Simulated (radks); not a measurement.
Values are calculated unless marked as measured or tabulated.
Q: Valence configurations of As II (all share [Ar]). Code: a radial shooting solver on a logarithmic mesh with Libxc functionals. Model: scalar-relativistic Kohn-Sham, PBE, spin-polarised, spherical densities, finite nucleus; open shells are filled with parallel spins first; Fermi nuclear charge, rms radius 4.0968 fm. Order these by energy: 3d9 4s2 4p3; 3d8 4s1 4p5; 3d8 4s2 4p4; 3d9.5 4s2 4p2.5; 3d10 4s1 4p3; 3d10 4p4; 3d9 4s1 4p4; 3d9 4p5; 3d10 4s2 4p2; 3d10 4s1.5 4p2.5.

A: From the lowest, in eV above it: 3d10 4s2 4p2 0.000; 3d10 4s1.5 4p2.5 3.845; 3d10 4s1 4p3 7.281; 3d9.5 4s2 4p2.5 19.010; 3d10 4p4 20.412; 3d9 4s2 4p3 40.039; 3d9 4s1 4p4 50.965; 3d9 4p5 64.157; 3d8 4s2 4p4 91.274; 3d8 4s1 4p5 102.98. NIST lists [Ar] 3d10 4s2 4p2 as the ground configuration; this level of theory agrees among the configurations tried. The energies are those of spherical high-spin densities, not of single terms.
